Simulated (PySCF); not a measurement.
How methods differ on the excitation energy of In

In [Kr] 4d10 5s2 5p1 (2P) → In [Kr] 4d10 5s1 5p2 (4P), as a difference of total energies. Computed with PySCF 2.14 in aug-cc-pwCVTZ-DK3 with one added diffuse shell each of s, p, d, f type (11s10p8d5f1g, 125 functions), with the spin-free X2C one-electron Hamiltonian (Gaussian nucleus). Correlated levels: valence: [Kr] 4d10 frozen; valence and next inner shell: [Ar] 3d10 frozen. The calculations carry no spin-orbit coupling.

```
                                method  excitation energy (cm⁻¹)
                                   UHF                     23270
                                   LDA                     39388
                                   PBE                     37541
                                  PBE0                     34833
                                r2SCAN                     33951
                               r2SCANh                     33432
                                   M06                     42082
                                revPBE                     36674
                         MP2 (valence)                     28467
                     SCS-MP2 (valence)                     30458
    MP2 (valence and next inner shell)                     35626
SCS-MP2 (valence and next inner shell)                     36555
```

Errors of the correlated levels include the incompleteness of this basis and the frozen core.

Question: Which method comes closest to the reference value, and which is furthest?

Answer: The reference is 35088 cm⁻¹ (measured; NIST levels, between the centres of gravity of the two terms). Closest: PBE0 (error -254.49 cm⁻¹); furthest: UHF (error -11817 cm⁻¹).
